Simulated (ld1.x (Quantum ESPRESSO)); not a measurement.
# Before and after: TM semilocal potential for silver (Ag)

ld1.x (Quantum ESPRESSO) 7.5 input, shortened:

```
&input
   title='Ag', zed=47., rel=1, dft='PZ', iswitch=3,
   config='[Kr] 4d10 5s0.75 5p0.25'
 /
 &inputp
   pseudotype=1, tm=.true., lloc=0,
   nlcc=.true., new_core_ps=.true., rcore=1.05
 /
3
5P  2  1   0.25   0.00  3.90  3.90  0.0
4D  3  2  10.00   0.00  1.15  1.15  0.0
5S  1  0   0.75   0.00  2.45  2.45  0.0
 &test
   configts(1)='4d10 5s0.75 5p0.25'
 /
```

Change: wave 4d (bound): rc 1.15 bohr becomes 4d (bound): rc 1.74 bohr.

Cutoffs: the cutoffs (Ry, on a coarse ladder) from which the occupation-weighted sum of valence levels, in a spherical-Bessel basis at the reference potential, stays within 10 and 1 mRy of its value at 400 Ry; they do not see the model core or the augmentation charge, which bear on the density cutoff. Errors are all-electron minus pseudo energies relative to the spin-unpolarised reference configuration.

Predict the effect on cutoff, ghosts and configuration errors.

The potential gets softer (80 Ry and 100 Ry → 60 Ry and 90 Ry); the errors of the 9 common tests hardly move; the range in which the d phases agree narrows (upper end at the end of the scan → 2.7); neither file shows a bound ghost. A larger radius leaves more room for a smooth pseudo-wave, so fewer plane waves are needed. A semilocal file is local in each channel, so a ghost entry of none says nothing of the separable form that plane-wave codes build from it.

```tsv
quantity	base	changed
cutoff, loose	80 Ry	60 Ry
cutoff, tight	100 Ry	90 Ry
loose cutoff by channel (10 mRy a level)	p 6 Ry, d 60 Ry, s 6 Ry	p 6 Ry, d 50 Ry, s 6 Ry
bound ghosts	none	none
error for 4d10 5s1 5p0, meV [ΔE -0.97 eV]	+0.1	+0.2
error for 4d10 5s0 5p0, meV [ΔE 7.13 eV]	-10	-9.9
error for 4d9 5s0 5p0, meV [ΔE 29.51 eV]	-40	-46
error for 4d10 5s0.5 5p0, meV [ΔE 2.21 eV]	-1.8	-1.7
error for 4d9 5s1 5p0, meV [ΔE 12.41 eV]	-45	-49
error for 4d8 5s0 5p0, meV [ΔE 65.95 eV]	-260	-283
error for 4d7 5s0 5p0, meV [ΔE 117.87 eV]	-835	-878
error for 4d10 5s0.75 5p0.25 (spin-polarised), meV [ΔE -0.13 eV]	0.0	0.0
error for 4d10 5s1 5p0 (spin-polarised), meV [ΔE -1.12 eV]	+0.4	+0.4
s: phases at 4.24 bohr within 0.05 rad from the reference energy up to (Ry; the scan ends near 5)	0.8	0.8
p: phases at 4.24 bohr within 0.05 rad from the reference energy up to (Ry; the scan ends near 5)	1.0	1.0
d: phases at 4.24 bohr within 0.05 rad from the reference energy up to (Ry; the scan ends near 5)	to the end of the scan	2.7
```
